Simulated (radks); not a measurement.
Cs-, 56 electrons, occupied as [Xe] 6s2. All-electron calculation, scalar-relativistic Kohn-Sham, r2SCAN, spin-polarised, spherical densities, finite nucleus; meta-GGA in the generalised Kohn-Sham scheme; Fermi nuclear charge, rms radius 4.8041 fm; Watson sphere of charge +1 and radius 2.67 bohr. Program: a radial shooting solver on a logarithmic mesh with Libxc functionals.

Normalised radial functions P(r) = r R(r), r in bohr:

r,5s,6s
0.004304,0.0859,0.0282
0.005011,0.0944,0.0309
0.00588,0.1033,0.0339
0.006845,0.1114,0.0365
0.008033,0.1190,0.0390
0.009352,0.1247,0.0409
0.01089,0.1282,0.0420
0.01278,0.1284,0.0421
0.01487,0.1242,0.0407
0.01745,0.1140,0.0374
0.02032,0.0976,0.0320
0.02365,0.0737,0.0241
0.02776,0.0399,0.0131
0.03232,0.0000,0.0000
0.03792,-0.0487,-0.0160
0.04415,-0.0981,-0.0322
0.05139,-0.1456,-0.0477
0.06031,-0.1859,-0.0610
0.07021,-0.2067,-0.0677
0.0824,-0.2008,-0.0658
0.09592,-0.1622,-0.0530
0.1117,-0.0896,-0.0291
0.131,0.0175,0.0060
0.1526,0.1326,0.0437
0.1776,0.2363,0.0776
0.2084,0.3011,0.0986
0.2426,0.2931,0.0954
0.2847,0.1965,0.0630
0.3315,0.0310,0.0081
0.3859,-0.1708,-0.0582
0.4528,-0.3617,-0.1198
0.5272,-0.4585,-0.1488
0.6186,-0.4220,-0.1319
0.7202,-0.2464,-0.0685
0.8384,0.0319,0.0273
0.9839,0.3633,0.1354
1.145,0.6411,0.2150
1.344,0.8322,0.2475
1.565,0.8877,0.2156
1.822,0.8276,0.1242
2.138,0.6759,-0.0197
2.489,0.4958,-0.1741
2.921,0.3141,-0.3233
3.4,0.1768,-0.4345
3.958,0.0860,-0.5010
4.645,0.0359,-0.5082
5.407,0.0133,-0.4620
6.346,0.0038,-0.3718
7.387,0.0009,-0.2688
8.6,0.0002,-0.1712
10.09,0.0000,-0.0918
11.75,0.0000,-0.0436
13.79,0.0000,-0.0168
16.05,0.0000,-0.0057

5s: eigenvalue -30.591 eV, 4 radial nodes at r = 0.0323, 0.128, 0.340, 0.825 bohr, <r> = 1.75 bohr, 90 % of the charge inside 2.54 bohr. 6s: eigenvalue -3.188 eV, 5 radial nodes at r = 0.0323, 0.128, 0.338, 0.805, 2.10 bohr, <r> = 5.01 bohr, 90 % of the charge inside 7.29 bohr.
